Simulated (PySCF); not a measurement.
**Partial charges of `C/C=C(/CCl)[SiH2]C(F)(F)F`**

Species: C₅H₈ClF₃Si.
Cartesian coordinates in Å at the GFN2-xTB level; atoms count from 1:
```xyz
18
C5H8ClF3Si angstrom
C     -1.6246   -1.5289   -0.1117
C     -1.4398   -0.1207   -0.5455
C     -0.4572    0.7008   -0.1735
C     -0.4280    2.1073   -0.6853
Cl    -0.7206    3.2291    0.6834
Si     0.9081    0.2831    1.0627
C      2.1007   -0.9841    0.1702
F      2.5607   -0.5030   -1.0046
F      1.5393   -2.1772   -0.1129
F      3.1915   -1.2580    0.9135
H     -2.6301   -1.6616    0.2867
H     -1.5231   -2.1939   -0.9693
H     -0.8992   -1.8226    0.6419
H     -2.1872    0.2368   -1.2466
H      0.5459    2.3752   -1.0948
H     -1.2088    2.2966   -1.4218
H      1.7877    1.4218    1.3129
H      0.4758   -0.3943    2.2831
```

Density: PBE0/pcSseg-1 (PySCF); schemes: Mulliken, IAO, Hirshfeld and ESP-fitted. Geometry: GFN2-xTB, one conformer, isolated molecule.

**Question.** Which atoms carry the lowest charge in the Mulliken, IAO, Hirshfeld and ESP-fitted schemes?

**Answer.** The schemes don't all agree: Mulliken C3 (-0.505); IAO C1 (-0.425); Hirshfeld C1 (-0.113); ESP-fitted C4 (-0.588).

**Question.** At which atom do the 4 schemes differ most?

**Answer.** At C4: from -0.588 (ESP-fitted) to -0.034 e (Hirshfeld), 0.554 e apart.

**Question.** For which atoms does the sign change between the 4 schemes (beyond +0.03 e in one, beyond −0.03 e in another)?

**Answer.** C2.

**Question.** What partial charge does each atom carry?

**Answer.** In e:

```tsv
atom	environment	Mulliken	IAO	Hirshfeld	ESP-fitted
C1	allylic carbon	-0.231	-0.425	-0.113	-0.403
C2	alkene CH carbon	-0.113	-0.086	-0.014	+0.047
C3	fully substituted alkene carbon	-0.505	-0.296	-0.109	-0.058
C4	sp3 C–Cl carbon	-0.127	-0.230	-0.034	-0.588
Cl5	alkyl chlorine	-0.161	-0.114	-0.068	-0.078
Si6	SiH2 silicon	+0.644	+0.703	+0.311	+0.249
C7	CF3 carbon	+0.529	+0.553	+0.165	+0.339
F8	fluorine of a CF3 group	-0.281	-0.289	-0.110	-0.165
F9	fluorine of a CF3 group	-0.278	-0.290	-0.098	-0.161
F10	fluorine of a CF3 group	-0.276	-0.286	-0.109	-0.173
H11	methyl hydrogen	+0.136	+0.160	+0.054	+0.144
H12	methyl hydrogen	+0.144	+0.166	+0.056	+0.134
H13	methyl hydrogen	+0.135	+0.148	+0.038	+0.116
H14	vinylic hydrogen	+0.104	+0.143	+0.051	+0.109
H15	methylene hydrogen	+0.179	+0.168	+0.051	+0.268
H16	methylene hydrogen	+0.160	+0.164	+0.053	+0.261
H17	Si–H hydrogen	-0.026	-0.089	-0.064	-0.020
H18	Si–H hydrogen	-0.034	-0.101	-0.060	-0.021
```

Mean size of the charges over all atoms: IAO 0.245 e, Mulliken 0.226 e, ESP-fitted 0.185 e, Hirshfeld 0.087 e. Each set sums to the total charge, 0, to within 0.001 e. The IAO scheme counts the electrons in orthogonalised intrinsic atomic orbitals, a minimal basis polarised so that it spans the occupied orbitals exactly. The Hirshfeld scheme weights the molecular density at each point by an atom's share of the summed free-atom densities.

**Question.** How many electrons does the ESP-fitted scheme count on C4?

**Answer.** Z − q = 6 − (-0.588) = 6.588.

**Question.** How closely do the schemes follow one another over all atoms?

**Answer.** Correlation coefficient and root-mean-square difference: IAO with Hirshfeld 0.97, 0.191 e; Mulliken with IAO 0.96, 0.078 e; Mulliken with Hirshfeld 0.95, 0.181 e; IAO with ESP-fitted 0.81, 0.172 e; Mulliken with ESP-fitted 0.71, 0.200 e; Hirshfeld with ESP-fitted 0.70, 0.176 e.

**Question.** Sum the charges by element, for elements with more than one atom.

**Answer.** 
| element | atoms | Mulliken | IAO | Hirshfeld | ESP-fitted |
| --- | --- | --- | --- | --- | --- |
| C | 5 | -0.446 | -0.483 | -0.106 | -0.663 |
| F | 3 | -0.835 | -0.865 | -0.317 | -0.499 |
| H | 8 | +0.797 | +0.759 | +0.179 | +0.991 |

The run behind these numbers computed NMR shieldings as well. On one thread, Arm Neoverse N1 (aarch64), shared host with 64 logical CPUs at a one-minute load of 61, this took 1.8 min (with the writing of density and orbital grids) and 1.1 GiB of memory at its peak.
